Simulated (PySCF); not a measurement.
Ionisation energy along the 5-electron series

Calculated with PySCF 2.14 and a two-component X2C-1e Hamiltonian (Gaussian nucleus, no Breit or QED terms), each ion in its own even-tempered basis scaled to its charge; GMP2 freezes nothing and drops the highest virtual spinors. Values in eV. NIST values: (m) measured, (s) semi-empirical, (t) theoretical.

| ion | configuration | GHF (spin-free) | GMP2 (spin-free) | GHF (screened spin-orbit) | GMP2 (screened spin-orbit) | NIST |
| --- | --- | --- | --- | --- | --- | --- |
| Zr(35+) | [He] 2s2 2p1 | 4684.2 | 4683.4 | 4751.9 | 4750.7 | 4744 ± 3 (s) |
| Mo(37+) | [He] 2s2 2p1 | 5211.9 | 5211.1 | 5295.7 | 5294.4 | 5287 ± 4 (s) |

Fill in the row of Nb(36+).

configuration: [He] 2s2 2p1; GHF (spin-free): 4944.5; GMP2 (spin-free): 4943.6; GHF (screened spin-orbit): 5019.9; GMP2 (screened spin-orbit): 5018.6; NIST: 5011 ± 4 (s).
